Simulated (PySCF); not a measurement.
Start geometry of `C1=CC(C)=C[SiH2]1` from GFN2-xTB (Å):
```
atom  x, y, z in Å
C1     2.137   -0.024   -0.204
C2     0.626    0.051   -0.048
C3    -0.094    1.118    0.356
Si4   -1.874    0.705    0.406
C5    -1.486   -1.043   -0.198
C6    -0.165   -1.133   -0.353
H7     2.384   -0.243   -1.239
H8     2.553   -0.770    0.425
H9     2.570    0.959    0.072
H10    0.399    2.052    0.627
H11   -2.499    0.727    1.762
H12   -2.707    1.464   -0.541
H13   -2.182   -1.847   -0.394
H14    0.330   -2.030   -0.680
```

Problem. What comes out of this run: PySCF 2.14.0, PBE0-D3(BJ)/def2-SVP geometry optimisation, gas phase?

Solution. 
```
atom  x, y, z in Å
C1     2.154    0.039   -0.235
C2     0.674    0.115   -0.042
C3    -0.014    1.200    0.384
Si4   -1.822    0.739    0.440
C5    -1.481   -1.005   -0.156
C6    -0.148   -1.093   -0.334
H7     2.399   -0.230   -1.277
H8     2.591   -0.747    0.403
H9     2.645    0.992    0.003
H10    0.486    2.141    0.626
H11   -2.435    0.799    1.804
H12   -2.691    1.533   -0.485
H13   -2.155   -1.843   -0.347
H14    0.354   -2.005   -0.682
```

The energy falls by 0.145 eV over 5 energy and gradient evaluations, the largest force component goes from 0.0383 to 1.6e-04 Eh/bohr, and the atoms move by 0.032 Å rms after alignment. The bond that changes most is C1–H8 (allylic carbon to methyl hydrogen), which lengthens by 0.042 Å. Bonds longer at the end by more than 0.005 Å: 8 of 14; shorter: 3. Among the angles that change most is Si4–C5–H13, from 127.9° to 131.1°. Rotational constants go from 6189, 2335, 1748 to 6033, 2344, 1740 MHz. The orientation of the end geometry is arbitrary; only internal coordinates are fixed.

The run used 128 basis functions and 35 SCF cycles in all. The run took 25 s on one thread of an Arm Neoverse V2, shared host with 32 logical CPUs at a one-minute load of 19, and the process peaked at 0.50 GiB of memory.

Whether it is a minimum is left open (no frequencies).
